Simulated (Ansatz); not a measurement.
A run for Ansatz (an electronic-structure program): R-B3LYP/def2-TZVPP on H3ISi2 (SMILES [SiH3][Si]I), a point of a torsion scan. Elements past Kr take the def2 small-core potentials; no spin–orbit coupling.

Ansatz 0.2 input:
```yaml
crystal:
  periodic: [false, false, false]
  atoms:
    - {symbol: Si, position_ang: [-0.70088684, -0.04173685, 0.02321394]}
    - {symbol: Si, position_ang: [1.19807034, 1.27284884, -0.16089346]}
    - {symbol: I, position_ang: [3.05584904, -0.21687109, 0.71794089]}
    - {symbol: H, position_ang: [-1.08600943, -0.52321413, 1.35501664]}
    - {symbol: H, position_ang: [-1.78646454, 0.84727192, -0.42804762]}
    - {symbol: H, position_ang: [-0.72765012, -1.21556507, -0.85845651]}
basis:
  gaussian:
    orbitals: def2-TZVPP
hamiltonian:
  xc: {name: B3LYP}
scf: {lower_state_search: off}
```

Output:

```
WARN ansatz: RAYON_NUM_THREADS=1 ignored (pool sized by the plan → 1); use --threads N
Functional definition: B3LYP
these checks for a lower state are left out or cut short: stability, starts, cluster_reference, orbital_swaps, neighbouring_geometries, increment
integrals: 0.10 GiB planned
1170 factors; their error is unknown
mean field: 0.82 GiB planned
mean field evaluation 1: about -23907.6247 eV, gradient 1.5e1 eV
mean field evaluation 2: about -23907.9975 eV, gradient 1.3e1 eV
mean field evaluation 4: about -23908.5571 eV, gradient 1.2e0 eV
mean field evaluation 8: about -23908.5596 eV, gradient 3.5e-2 eV
mean field evaluation 16: about -23908.7978 eV, gradient 7.0e-5 eV
mean field -23908.79779017 eV, -878.6321128234 hartree, gradient 2.2e-6 eV, S^2 0.000000; 0 other end points of the search recorded, 0 dependent functions left out
reference -23908.79803596 eV, -878.6321218560 hartree; 28, 28 occupied and 148, 148 virtual orbitals, 1170 factors
Total energy: -23908.79803596 eV, -878.6321218560 hartree
Checks for a lower state left out: stability, starts, cluster_reference, orbital_swaps, neighbouring_geometries, increment
```

The calculation finished and met its thresholds.

Cost: about 3 core-seconds (a rough figure).
